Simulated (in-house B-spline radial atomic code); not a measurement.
Si³⁺. Computed with a B-spline radial atomic code. Model: all-electron spherical atom, spin shells full or empty, radial basis limit, no spin-orbit coupling, Breit or QED, empty-state partial waves extrapolated as (l+1/2)^-4, RPA, G0W0 and static COHSEX of the highest shell as one setting changes (uncorrelated shells keep exact exchange).

In a row where one electron alone is correlated, RPA and GW hold only self-correlation.

Given: element Si; charge 3; filled core Ne; hamiltonian non-relativistic; mean-field start PBE0; highest l of empty states 9; highest mean-field shell 3s up.

Shell: 3s 1 0 (electrons up and down).

```
lowest nl shells left uncorrelated  RPA correlation energy (hartree)  G0W0 level (eV)  G0W0 minus most complete (meV)  COHSEX level (eV)
                                 0                          -0.63455          -45.901                               0            -47.347
                                 1                                 ?                ?                               ?                  ?
                                 2                                 ?                ?                               ?                  ?
                                 3                         -0.023547          -45.581                           320.6            -46.867
```

Question: What follows for lowest nl shells left uncorrelated = 1?

Answer: RPA correlation energy -0.51051 hartree; G0W0 level -45.898 eV; G0W0 minus most complete 3.5 meV; COHSEX level -47.337 eV.

Question: What follows for lowest nl shells left uncorrelated = 2?

Answer: RPA correlation energy -0.36516 hartree; G0W0 level -45.942 eV; G0W0 minus most complete -40.6 meV; COHSEX level -47.407 eV.
